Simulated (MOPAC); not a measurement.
MOPAC input (PM3):

```
PM3 1SCF CHARGE=-1 GEO-OK AUX(PRECISION=9) THREADS=1
C2H8ClSi2

C    -0.10139100 1   -2.24027700 1    0.39965800 1
Si    0.59480600 1   -0.85719400 1   -0.70987500 1
C     2.29567300 1   -0.41152000 1    0.02579900 1
Si   -0.75409200 1    1.08338000 1   -0.97297900 1
Cl   -0.99804100 1    1.32285000 1    1.28047500 1
H     0.62413300 1   -3.03934100 1    0.58545600 1
H    -0.39786800 1   -1.80776100 1    1.35807200 1
H    -0.99257800 1   -2.68015900 1   -0.05403500 1
H     0.90403300 1   -1.52339100 1   -2.03076700 1
H     2.82737800 1    0.28761100 1   -0.62456800 1
H     2.14857200 1    0.08199900 1    0.99000500 1
H     2.93026800 1   -1.28949700 1    0.18042000 1
H    -2.01292300 1    0.22627000 1   -1.16544700 1
```

From the output:

```
                                                       MOPAC v23.2.5 Linux

          FINAL HEAT OF FORMATION =        -90.28038 KCAL/MOL =    -377.73310 KJ/MOL

          COSMO AREA              =        163.03 SQUARE ANGSTROMS
          COSMO VOLUME            =        169.77 CUBIC ANGSTROMS

          IONIZATION POTENTIAL    =          3.508052 EV
          HOMO LUMO ENERGIES (EV) =         -3.508  3.274
          NO. OF FILLED LEVELS    =         16
          MOLECULAR WEIGHT        =        123.7092         POINT GROUP:  C1

          MOLECULAR DIMENSIONS (Angstroms)

            Atom       Atom       Distance
            H    13    H    12     5.34266
            H     9   Cl     5     4.43613
            H    10    H     8     4.06578

          SCF CALCULATIONS        =          1

   ATOM   CHEMICAL          X               Y               Z
  NUMBER   SYMBOL      (ANGSTROMS)     (ANGSTROMS)     (ANGSTROMS)

     1       C         -0.10139100  *  -2.24027700  *   0.39965800  *
     2      Si          0.59480600  *  -0.85719400  *  -0.70987500  *
     3       C          2.29567300  *  -0.41152000  *   0.02579900  *
     4      Si         -0.75409200  *   1.08338000  *  -0.97297900  *
     5      Cl         -0.99804100  *   1.32285000  *   1.28047500  *
     6       H          0.62413300  *  -3.03934100  *   0.58545600  *
     7       H         -0.39786800  *  -1.80776100  *   1.35807200  *
     8       H         -0.99257800  *  -2.68015900  *  -0.05403500  *
     9       H          0.90403300  *  -1.52339100  *  -2.03076700  *
    10       H          2.82737800  *   0.28761100  *  -0.62456800  *
    11       H          2.14857200  *   0.08199900  *   0.99000500  *
    12       H          2.93026800  *  -1.28949700  *   0.18042000  *
    13       H         -2.01292300  *   0.22627000  *  -1.16544700  *

                             CARTESIAN COORDINATES

   1    C       -0.101391000    -2.240277000     0.399658000
   2   Si        0.594806000    -0.857194000    -0.709875000
   3    C        2.295673000    -0.411520000     0.025799000
   4   Si       -0.754092000     1.083380000    -0.972979000
   5   Cl       -0.998041000     1.322850000     1.280475000
   6    H        0.624133000    -3.039341000     0.585456000
   7    H       -0.397868000    -1.807761000     1.358072000
   8    H       -0.992578000    -2.680159000    -0.054035000
   9    H        0.904033000    -1.523391000    -2.030767000
  10    H        2.827378000     0.287611000    -0.624568000
  11    H        2.148572000     0.081999000     0.990005000
  12    H        2.930268000    -1.289497000     0.180420000
  13    H       -2.012923000     0.226270000    -1.165447000

           Empirical Formula: C2 H8 Si2 Cl  =    13 atoms

      MOLECULAR POINT GROUP   :   C1

                  EIGENVALUES
 -49.82276 -26.19172 -24.34334 -11.27857 -11.18719 -10.30731 -10.04479  -9.70887
  -9.44803  -7.55207  -7.28915  -6.60538  -6.43834  -5.98308  -4.63946  -3.50805
   3.27351   4.29580   4.92616   5.06463   5.57091   6.22829   7.87577   8.01853
   8.07002   8.23118   8.25876   8.34462

              NET ATOMIC CHARGES AND DIPOLE CONTRIBUTIONS

  ATOM NO.   TYPE          CHARGE      No. of ELECS.   s-Pop       p-Pop
    1          C          -0.277898        4.2779     1.15908     3.11882
    2         Si           0.069377        3.9306     1.13002     2.80061
    3          C          -0.265053        4.2651     1.15604     3.10901
    4         Si          -0.081894        4.0819     1.72049     2.36140
    5         Cl          -0.434067        7.4341     1.97733     5.45673
    6          H           0.032311        0.9677     0.96769
    7          H           0.062360        0.9376     0.93764
    8          H           0.043326        0.9567     0.95667
    9          H          -0.123803        1.1238     1.12380
   10          H           0.051217        0.9488     0.94878
   11          H           0.059079        0.9409     0.94092
   12          H           0.026032        0.9740     0.97397
   13          H          -0.160987        1.1610     1.16099
 DIPOLE           X         Y         Z       TOTAL
 POINT-CHG.     1.962    -0.413    -0.249     2.020
 HYBRID        -0.185    -3.766     2.066     4.299
 SUM            1.777    -4.179     1.817     4.891

          ATOMIC ORBITAL ELECTRON POPULATIONS

     Atom    s        px        py        pz
    1  C   1.15908   1.02178   1.03946   1.05759
    2 Si   1.13002   0.93802   0.99970   0.86289
    3  C   1.15604   1.05387   1.01268   1.04247
    4 Si   1.72049   0.88140   0.85395   0.62605
    5 Cl   1.97733   1.98050   1.97520   1.50103
    6  H   0.96769
    7  H   0.93764
    8  H   0.95667
    9  H   1.12380
   10  H   0.94878
   11  H   0.94092
   12  H   0.97397
   13  H   1.16099

 **********************
 *                    *
 * JOB ENDED NORMALLY *
 *                    *
 **********************

 == MOPAC DONE ==
```

The dipole moment of an ion depends on the origin.

The geometry given is a B3LYP-D3(BJ)/def2-TZVP minimum.
